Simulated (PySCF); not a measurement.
Several molecules and their computed UV-vis stick spectra, shuffled. Computed, not measured: PySCF, TDDFT B3LYP/def2-SVPD, vertical, gas phase, core orbitals frozen in the response. Geometries: PBE0-D3(BJ)/def2-SVP; one conformer of each isolated species. Triplets are in the Tamm–Dancoff approximation.

A. `CN(C)[SiH](O)O`
B. `[Si](OCC)(OCC)(CC)OCC`
C. `CCCCS[Si](Cl)(Cl)SCCCC`
D. `CCP1CC=C(C)C1`

Lowest singlet levels (six at most, fewer where fewer were computed) with oscillator strengths:

1. 235 nm (f 0.006); 230 nm (f 0.011); 215 nm (f 0.011); 209 nm (f 0.003); 205 nm (f 0.041); 201 nm (f 0.026); T1 4.98 eV
2. 225 nm (f 0.019); 212 nm (f 0.011); 203 nm (f 0.051); 180 nm (f 0.013); 178 nm (f 0.045); 169 nm (f 0.077)
3. 226 nm (f 0.005); 212 nm (f 0.003); 206 nm (f 0.001); 202 nm (f 0.014); 198 nm (f 0.060); 196 nm (f 0.049); T1 4.23 eV
4. 175 nm (f 0.009); 173 nm (f 0.005); 168 nm (f 0.011); 166 nm (f 0.016); 163 nm (f 0.006); 163 nm (f 0.002); T1 6.97 eV

**Question.** Match each spectrum to its molecule.

**Answer.** 1 = C, 2 = A, 3 = D, 4 = B.
- A: S1 at 5.51 eV, HOMO→LUMO (93%); Löwdin shares by element: HOMO nitrogen 55%, carbon 18%, silicon 7% (atoms not listed hold the other 20%); LUMO oxygen 34%, silicon 24%, hydrogen 11% or more (atoms not listed hold the other 31%); HOMO -6.29 and LUMO 0.01 eV.
- B: S1 at 7.07 eV, HOMO→LUMO (84%), HOMO-1→LUMO (8%); Löwdin shares by element: HOMO oxygen 38% or more, carbon 17% or more, silicon 9% (atoms not listed hold the other 36%); LUMO carbon 23% or more, silicon 7% (atoms not listed hold the other 70%); HOMO -7.57 and LUMO 0.29 eV.
- C: S1 at 5.27 eV, HOMO-1→LUMO (90%); Löwdin shares by element: HOMO sulfur 67% or more, carbon 10% or more, silicon 7% (atoms not listed hold the other 16%); LUMO chlorine 35%, sulfur 24% or more, silicon 18% (atoms not listed hold the other 23%); HOMO -7.08 and LUMO -0.75 eV.
- D: S1 at 5.49 eV, HOMO→LUMO (94%); Löwdin shares by element: HOMO phosphorus 60%, carbon 27% or more; LUMO carbon 59% or more (atoms not listed hold the other 41%); HOMO -6.25 and LUMO 0.16 eV.
A and D have S1 within 0.03 eV of each other; their strongest listed levels stand at 7.33 eV (f 0.077) and 6.26 eV (f 0.060).

Without π bonds the low states may be Rydberg-like; a valence basis with one diffuse set may place them up to an eV too high.
